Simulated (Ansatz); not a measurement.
Gas-phase electronic energies from Ansatz, PBE0-D4/def2-TZVP geometries. CBS: MP2 limit from def2 TZ/QZ plus the TZ coupled-cluster correction, frozen cores. For Ga, Ge outer-core shells are correlated without core-valence functions, which leaves a few kJ/mol of doubt a bond. Scalar relativity is left out up to krypton. Each species was taken in one conformer, which may not be the lowest.

`C[CH2][GeH]([OH])[OH]` + `[NH2][GaH][CH2]F` → `[OH][GeH]([OH])[CH2]F` + `C[CH2][GaH][NH2]`  (redistribution)

```json
{"level": "CCSD(T)/def2-TZVPP", "ΔE (kJ/mol)": "5.0"}
{"level": "HF/def2-QZVPP", "ΔE (kJ/mol)": "7.7"}
```

Question: What does CCSD(T)/CBS give? (Best estimate.)

Answer: The calculation gave: +5.7 kJ/mol. The listed levels differ from it by -0.7, 2.0 kJ/mol.

Largest T1 diagnostic among the species: 0.013.
